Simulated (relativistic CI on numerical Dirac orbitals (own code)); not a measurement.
**I XLIX: sensitivity of the levels to the model**

Base calculation: Dirac-Coulomb-Breit CI, orbitals from a KLI potential per configuration, QED by a radiative potential, unscaled Slater integrals.

Configuration list (outside the closed core 1s2): 2s²2p, 2s2p², 2p³, 2p²3s, 2p²3p, 2p²3d, 2s²3s, 2s²3p, 2s²3d, 2s2p3s, 2s2p3p, 2s2p3d, 2s²4s, 2s²4p, 2s²4d, 2s²4f. Levels of other configurations are missing.

Variants: (1) configuration mixing switched off; (2) one mean potential for all configurations. Shifts of the energy above 2s²2p ²P°1/2, in eV, for the lowest level and the first level of each name with at least 55 % of one term (blank where a level changes its place among those of its configuration and J or its character, or is not in the variant):

```
        Level     Base   Δ(1)   Δ(2)
 2s²2p ²P°1/2     0.00   0.00   0.00
  2s2p² ⁴P1/2   158.86  -3.96  +0.12
 2s²2p ²P°3/2   330.17  +3.13  +0.06
  2s2p² ⁴P3/2   440.61  -4.11  +0.13
  2s2p² ²D5/2   472.15  -3.87  +0.13
  2s2p² ²D3/2   521.90  -3.52  +0.13
  2s2p² ²P1/2   522.43  -3.53  +0.12
  2s2p² ⁴P5/2   789.36  -3.92  +0.13
  2s2p² ²S1/2   862.24  -3.94  +0.12
  2s2p² ²P3/2   863.50  -3.43  +0.13
   2p³ ²D°5/2  1011.34  -3.69  +0.29
   2p³ ²P°1/2  1049.27  -7.58  +0.30
  2s²3s ²S1/2  4968.43  +8.26  +0.18
 2s²3p ²P°1/2  5023.75  +8.82  +0.19
2s2p3s ⁴P°1/2  5076.49  -4.20  +0.19
2s2p3s ⁴P°3/2  5092.05  +0.99  +0.14
2s2p3s ²P°1/2  5115.01  -2.83  +0.30
 2s2p3p ⁴D1/2  5123.18  -3.26  +0.13
 2s²3p ²P°3/2  5125.48  +3.28  +0.26
  2s²3d ²D3/2  5165.52  +4.73  +0.18
  2s²3d ²D5/2  5191.60  +6.41  +0.19
2s2p3d ⁴F°3/2  5261.07  -4.12  +0.06
```

At this charge energies of transitions that change n are usually good to better than 1 %, and those within a shell (Δn = 0) to a few per cent.

Ionisation energy from the two ground configurations alone: base 8865.92 eV. The NIST ASD value (theoretical) is 8867 eV.

LS names give the leading component of a level, which can be under half, so a name can repeat, a term be missing and a line seem to break the LS rules.
